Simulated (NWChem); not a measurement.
Molecule: C₂H₆Be; SMILES [CH3][Be][CH3]

Results from NWChem. Pople sets run with spherical d functions. The geometry was optimised at B3LYP/6-31G* (spherical d). Static field.

Task: Among these, which level gives the lowest value of “isotropic polarisability (bohr³)”?
A. Hartree-Fock/6-31G*
B. Hartree-Fock/def2-TZVPD
C. Hartree-Fock/Sadlej pVTZ
D. Hartree-Fock/def2-SVPD

Result: A, Hartree-Fock/6-31G*. Values: Hartree-Fock/6-31G* 32.4; Hartree-Fock/def2-SVPD 38.7; Hartree-Fock/def2-TZVPD 39.4; Hartree-Fock/Sadlej pVTZ 39.6
